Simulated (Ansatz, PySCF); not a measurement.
Pair of molecules: H2O (SMILES O) (first 3 atoms) with CH2O (SMILES C=O); geometry from B3LYP-D3(BJ)/def2-TZVP, rigid monomers moved along the line of their centres of mass till H2···O5 is 2.28 Å.
(charge 0, multiplicity 1):
| atom | x (Å) | y (Å) | z (Å) |
|---|---|---|---|
| O | 0.2747 | -0.1146 | 0.5396 |
| H | -0.4627 | -0.4410 | 1.0783 |
| H | -0.0426 | -0.1115 | -0.3678 |
| C | -0.4484 | -0.3786 | 3.8625 |
| O | -1.3273 | -0.8027 | 3.1571 |
| H | 0.4718 | 0.0589 | 3.4399 |
| H | -0.5309 | -0.4117 | 4.9636 |

Monomers are frozen at their geometry in the pair; levels with a basis set take the counterpoise correction.

Cores are frozen in the correlated methods. CBS(a, b) extrapolates the correlation energy as X⁻³ and adds the Hartree–Fock energy of set b.

Programs: Ansatz (a first-principles code); PySCF for the dispersion terms. Values without a source in brackets are computed.

### Question
Estimate the interaction energy that HF/aug-cc-pVDZ returns for this input.

### Answer
-168 meV

### Question
What is the computed interaction energy (CCSD(T)/CBS(aug-cc-pVDZ, aug-cc-pVTZ))?

### Answer
-202 meV

### Question
What interaction energy does r2SCAN-D3(BJ)/def2-TZVPPD give?

### Answer
-205 meV
